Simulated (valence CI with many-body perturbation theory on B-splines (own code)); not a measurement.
# Kr21+ in brief

Calculated by valence CI with perturbative core correlation (CI+MBPT): five valence electrons over a frozen Dirac-Fock core [Ne], a basis of 9 s, 9 p, 8 d, 6 f, 3 g, 1 h functions for each j, with the one-electron correlation potential Σ1 (screened to all orders), the two-electron term Σ2, the three-electron term Σ3, Breit, model QED; selected single and double excitations, second order for the rest, scaled by the run's own slope (own B-spline code, finite nucleus).

No measured spectrum was set against this ion. As an estimate, levels of excited configurations hold to 0.05 to 0.15 % of their energy, terms of the ground configuration to about 0.5 %. Among the levels kept, up to 1600 cm⁻¹ of a level comes from second order outside the variational space, and about a tenth of that is noise between levels of different J, which matters for small intervals.

Names give the largest LS component (configuration and term), which can be under half, so a name can repeat, a term be missing and a line seem to break the LS rules; names also repeat where a configuration has a term twice.

Rates and lifetimes use the calculated energies. Strong lines usually hold to 10 to 20 %, long lifetimes can be off by a factor of two.

Q: What is the ground level?

A: 3s2.3p3 4S°_3/2, composition 67 % 3s2.3p3 4S° + 21 % 3s2.3p3 2P° + 9 % 3s2.3p3 2D°, g = 1.744.

Q: What are the static dipole polarisabilities of the lowest levels?

A: 3s2.3p3 4S°_3/2 0.0796 (tensor 0.0023); 3s2.3p3 2D°_3/2 0.0806 (tensor 0.0054); 3s2.3p3 2D°_5/2 0.0809; 3s2.3p3 2P°_1/2 0.0794 bohr³, of which the core gives 0.00120.

Q: How well does LS coupling describe the low levels?

A: Among the lowest 20 levels the leading LS term, summed over configurations, holds 73 % on average. For single configurations the figures are 66 % in LS and 65 % in jj coupling. Terms mix most in the J = 3/2 level at 714320 cm⁻¹, where the leading one holds 34 %.

Q: Among levels below 996280 cm⁻¹, which E1 lines absorb most strongly from the ground level?

A: to 3s2.3p2.3d 4P_5/2 at 11.16 nm, f = 0.365; to 3s2.3p2.3d 4P_3/2 at 11.00 nm, f = 0.214; to 3s2.3p2.3d 4P_1/2 at 10.93 nm, f = 0.143.

Q: What is the ionisation energy?

A: 936.88 eV; NIST lists 945 ± 3 eV (semi-empirical).
